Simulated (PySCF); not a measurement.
disulfane (H2S2), SMILES SS. Atoms are numbered in the order given.

```xyz
4

S      1.0337     0.0675     0.0552
S     -1.0337    -0.0675     0.0552
H      1.2946    -0.8630    -0.8839
H     -1.2946     0.8630    -0.8839
```
Charge 0, spin multiplicity 1.

Geometry optimised at B3LYP-D3(BJ)/def2-TZVP.

Two levels are set side by side: PBE/pcSseg-2 (PySCF) and KT2/pcSseg-2 (PySCF). GIAO shifts against H2S (³³S), TMS (¹H) at the same level; non-relativistic, no solvent, atoms listed together averaged. Differences are taken from unrounded values.

| quantity | KT2 | PBE | PBE minus KT2 |
|---|---|---|---|
| δ(³³S) of S1, S2 (ppm) | 133.3 | 143.4 | 10.1 |
| δ(¹H) of H3, H4 (ppm) | 3.31 | 3.34 | 0.04 |

Rough cost on one machine, each run with all the roots and properties that it gave: KT2 against PBE within a factor of 2.
